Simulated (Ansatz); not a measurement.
C3H10O4Ti can be A, `C[O][Ti]([OH])([O]C)[O]C`, or B, `CC(C)[O][Ti]([OH])([OH])[OH]`.

Gas-phase electronic energies from Ansatz, PBE0-D4/def2-TZVP geometries. CCSD(T)/CBS adds triple-zeta CCSD(T) − MP2 to the extrapolated MP2 energy (def2 sets, frozen cores). DFT in def2-TZVPP. B3LYP here is the variant with VWN-RPA as its local correlation; programs differ in this. For Ti outer-core shells are correlated without core-valence functions, which leaves a few kJ/mol of doubt a bond. Scalar relativity is left out up to krypton. Each species was taken in one conformer, which may not be the lowest.

**Question.** Which is lower in electronic energy at CCSD(T)/CBS, and by how much? (Estimate.)

**Answer.** The calculation gave: B, by 127.9 kJ/mol.

**Question.** Give E(B) − E(A) in kJ/mol with ωB97M-V, CCSD(T)/def2-TZVPP, B3LYP-D4, MP2/def2-TZVPP, PBE0-D4, B2PLYP, HF/def2-TZVPP. (Estimate.)

**Answer.** Computed: ωB97M-V -125.4, CCSD(T)/def2-TZVPP -122.6, B3LYP-D4 -106.6, MP2/def2-TZVPP -132.0, PBE0-D4 -118.7, B2PLYP -109.9, HF/def2-TZVPP -98.4. None reverses the order clearly.

Largest T1 diagnostic: 0.022.

From BLYP to BHLYP (50 % exact exchange), in def2-TZVPP and without D4, E(B) − E(A) moves by −14.3 kJ/mol. Leaving LDA and LC-ωPBE aside and taking each functional with its dispersion term where it has one, the values, not all of them listed here, spread over 23.8 kJ/mol, from ωB97M-V to BLYP-D4. LDA lies −14.5 kJ/mol from PBE without D4.
